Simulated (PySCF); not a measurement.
Compound: BiH5OSi.
Atom-mapped SMILES: `[OH:1][SiH2:2][BiH2:3]` (hydrogens: H4 on O1; H5, H6 on Si2; H7, H8 on Bi3)

Method: PySCF, PBE0-D3(BJ)/def2-SVP geometry optimisation, gas phase, def2 core potentials past Kr; density fitting, grid level 1; the optimiser is geomeTRIC in internal coordinates, started from a GFN2-xTB structure with every atom displaced at random (about 0.01 Å).

The end geometry, which sets the zero of energy:
```
atom  x, y, z in Å
O1     -1.4978    0.5011   -0.6338
Si2    -0.6518   -0.6969    0.1612
Bi3     1.9747   -0.2137    0.3174
H4     -1.2194    1.4020   -0.4446
H5     -0.8924   -1.9578   -0.5968
H6     -1.1428   -0.8940    1.5646
H7      1.9222    0.4158   -1.3640
H8      1.5627    1.4236    0.9437
```

**Question.** These geometries come from the run, each turned onto the end geometry. Order them by energy, lowest first.
A.
```
atom  x, y, z in Å
O1     -1.4118    0.4580   -0.4872
Si2    -0.6038   -0.7340    0.2076
Bi3     1.9225   -0.1685    0.3355
H4     -1.0656    1.3793   -0.4959
H5     -0.9426   -1.8703   -0.6496
H6     -1.1949   -0.9615    1.5277
H7      1.8604    0.3889   -1.3480
H8      1.4915    1.4883    0.8576
```
B.
```
atom  x, y, z in Å
O1     -1.4884    0.5716   -0.5907
Si2    -0.6747   -0.7063    0.1613
Bi3     1.9264   -0.1657    0.3529
H4     -1.0149    1.3706   -0.3524
H5     -0.8458   -1.9581   -0.6312
H6     -1.1794   -0.9682    1.5488
H7      1.8814    0.3296   -1.3743
H8      1.4509    1.5068    0.8334
```
C.
```
atom  x, y, z in Å
O1     -1.4942    0.5456   -0.5807
Si2    -0.6657   -0.7119    0.1717
Bi3     1.9518   -0.1683    0.3510
H4     -1.0737    1.3941   -0.3921
H5     -0.8696   -1.9483   -0.6359
H6     -1.1817   -0.9703    1.5542
H7      1.9025    0.3402   -1.3713
H8      1.4862    1.4990    0.8509
```
D.
```
atom  x, y, z in Å
O1     -1.4939    0.5265   -0.5762
Si2    -0.6531   -0.7049    0.1746
Bi3     1.9664   -0.1846    0.3478
H4     -1.1482    1.4132   -0.4381
H5     -0.8805   -1.9370   -0.6345
H6     -1.1629   -0.9604    1.5607
H7      1.9134    0.3516   -1.3661
H8      1.5143    1.4758    0.8797
```

**Answer.** D (0.002 eV), C (0.013 eV), B (0.042 eV), A (0.236 eV).

In the order of the answer:

```csv
step,E above end (eV),largest force (eV/Å),rms force component (eV/Å),rms distance from end (Å),rms bond change (Å),bond most changed (Å)
4,0.002,0.05,0.013,0.063,0.001,O1–Si2 +0.001
2,0.013,0.44,0.113,0.093,0.006,O1–Si2 +0.015
1,0.042,0.83,0.206,0.120,0.010,O1–Si2 +0.023
0,0.236,3.70,0.894,0.118,0.046,Si2–Bi3 -0.083
```

The cost below is that of the whole optimisation. The run took 40 s of wall time on Intel Xeon Platinum 8259CL at 2.50 GHz, one thread, no GPU, shared host, and the process peaked at 0.38 GiB of memory.
